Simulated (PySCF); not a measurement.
# Relaxation of triplet PtO(OH)₂

All numbers come from UB3LYP in PySCF with Pt def2-SVP with ECP60, O def2-SVP, H def2-SVP; scalar-relativistic core potentials, no spin–orbit coupling; density-fitted integrals. A (50,194) grid was used.

A hand-made T-shaped (ligand arrangement 1) (heavy-atom frame) start, of C2 symmetry, held to at least that symmetry:

Coordinates in bohr (charge 0 multiplicity 3):
```
Pt    0.0000    0.0000   -0.2259
O     0.0000    0.0000    2.9678
O     3.5128    0.0000   -0.1032
O    -3.5128    0.0000   -0.1032
H     4.6782   -1.3897   -0.0626
H    -4.6782    1.3897   -0.0626
```

Optimiser trace:
```tsv
step	E − E(last) (kJ/mol)	largest gradient (Eh/bohr)
0	120.31	0.08575
1	45.01	0.03381
2	20.05	0.02562
3	5.42	0.01578
4	1.23	0.00592
5	0.11	0.00249
6	0.01	0.00020
7	0.00	0.00018
```

It ends at C2 with O–H 0.972 Å (×2), Pt–O 1.769 Å, Pt–O 1.933 Å (×2); H–O–Pt 111.5° (×2), O–Pt–O 105.8° (×2), O–Pt–O 148.3° (after a last refinement on a finer grid). A frequency run shows 1 imaginary mode, down to 54i cm⁻¹, so it is a saddle point. Other isomers or separated fragments may lie lower.

Final geometry:
Z-matrix (Å, degrees; charge 0 multiplicity 3):
```
Pt
O  1 1.7687
O  1 1.9329 2 105.83
O  1 1.9329 2 105.83 3 180.00
H  3 0.9723 1 111.48 2 84.24
H  4 0.9723 1 111.48 2 84.24
```

With open d or f shells other occupations or spin states may lie lower. At this level a singlet minimum of Cs symmetry lies 21 kJ/mol below this structure. Spin–orbit coupling, left out here, can matter for elements this heavy.

The relaxation took roughly 60 core-seconds on a shared host.
